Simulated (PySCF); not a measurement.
**Frontier orbitals and the lowest excitations**

Compound: C6H5PS.
SMILES with atom numbers: `[CH:1]#[C:2][PH:3][c:4]1[cH:5][cH:6][cH:7][s:8]1` (hydrogens: H9 on C1; H10 on P3; H11 on C5; H12 on C6; H13 on C7)

Theory: TDDFT PBE0/def2-SVPD, vertical, gas phase, core orbitals frozen in the response (PySCF). The structure is a single PBE0-D3(BJ)/def2-SVP conformer in the gas phase; no vibrational or solvent corrections. Torsions of this conformer, `[CH:1]#[C:2][PH:3][c:4]1[cH:5][cH:6][cH:7][s:8]1`: C2–P3–C4–C5 25°.

Frontier orbitals with the atoms that hold most of them (Löwdin shares over 4%, at most four atoms; ? is withheld):

| orbital | ε (eV) | atoms |
| --- | --- | --- |
| LUMO+2 | 0.03 | P3 21%, C1 19%, C2 19%, S8 11% |
| LUMO+1 | -0.26 | P3 22%, C1 21%, C2 20%, S8 14% |
| LUMO | -1.02 | ? |
| HOMO | -6.80 | ? |
| HOMO-1 | -7.51 | S8 41%, C5 21%, C6 16%, C4 9% |
| HOMO-2 | -7.56 | P3 21%, C4 16%, C2 13%, C7 13% |
| HOMO-3 | -8.37 | C2 42%, C1 40%, P3 6% |

Give the leading atoms of the HOMO.

P3 (bonded to 2 C and H) 22%; C4 (bonded to C, P and S) 18%; C7 (bonded to C, S and H) 15%; C5 (bonded to 2 C and H) 9%. By element: carbon 41% or more, phosphorus 22%.

Which atoms hold the LUMO, and with what shares?

S8 (bonded to 2 C) 19%; C4 (bonded to C, P and S) 18%; C7 (bonded to C, S and H) 18%; C5 (bonded to 2 C and H) 13%. By element: carbon 49% or more, sulfur 19%.

How does S1 compare with the orbital gap of 5.78 eV?

S1 is at 4.83 eV (f = 0.089), 0.95 eV below the gap, made of HOMO→LUMO (82%). 

Give energy, strength and leading configuration of S1 and S2, and follow the Löwdin shares of the leading atoms from the occupied to the empty orbital.

- S1 (4.83 eV, f 0.089), HOMO→LUMO (82%): P3 22% → at most 13%, C4 18% → 18%, S8 at most 9% → 19%
- S2 (5.27 eV, f 0.0043), HOMO→LUMO+1 (76%): P3 22% → 22%, C4 18% → at most 15%, C1 at most 9% → 21%
